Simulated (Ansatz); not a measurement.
The cluster PdS₂. Total charge 0; singlet. Geometry B3LYP-D4/def2-TZVP.

Cartesian coordinates in Å:
```
Pd -0.4712 -0.0742 0.2259
S 0.4148 -1.8580 -0.3618
S 0.0564 1.9322 0.1358
```

In the def2 sets Pd takes a core potential; there is no spin–orbit coupling. HSE06 is defined as in plane-wave codes, on full-range PBE exchange. Another isomer (triplet) lies 2.04 eV lower at PBE0-D4/def2-TZVP; other spin states weren't run for this one.

Q: Estimate the orbital energies around the gap (eV) in Ansatz with HF/def2-TZVP, PBE-D4/def2-TZVP, r2SCAN-D4/def2-TZVP, PBE0-D4/def2-TZVP, HSE06-D4/def2-TZVP.

A: 
| orbital | HF/def2-TZVP | PBE-D4/def2-TZVP | r2SCAN-D4/def2-TZVP | PBE0-D4/def2-TZVP | HSE06-D4/def2-TZVP |
| --- | --- | --- | --- | --- | --- |
| HOMO−5 | -14.03 | -8.66 | -9.02 | -10.35 | -9.93 |
| HOMO−4 | -13.75 | -8.50 | -8.88 | -10.27 | -9.84 |
| HOMO−3 | -11.23 | -7.32 | -7.62 | -8.54 | -8.15 |
| HOMO−2 | -10.87 | -7.18 | -7.45 | -8.42 | -8.01 |
| HOMO−1 | -10.09 | -6.95 | -7.19 | -7.89 | -7.52 |
| HOMO | -9.71 | -6.17 | -6.42 | -7.39 | -6.98 |
| LUMO | -2.26 | -5.98 | -6.10 | -5.46 | -5.81 |
| LUMO+1 | -1.24 | -5.41 | -5.47 | -4.77 | -5.13 |
| LUMO+2 | 1.58 | -1.31 | -1.02 | -0.64 | -0.98 |
| LUMO+3 | 2.47 | -0.11 | 0.25 | 0.54 | 0.21 |
| LUMO+4 | 3.00 | 0.56 | 1.17 | 1.17 | 0.83 |
| LUMO+5 | 3.15 | 0.84 | 1.59 | 1.40 | 1.07 |
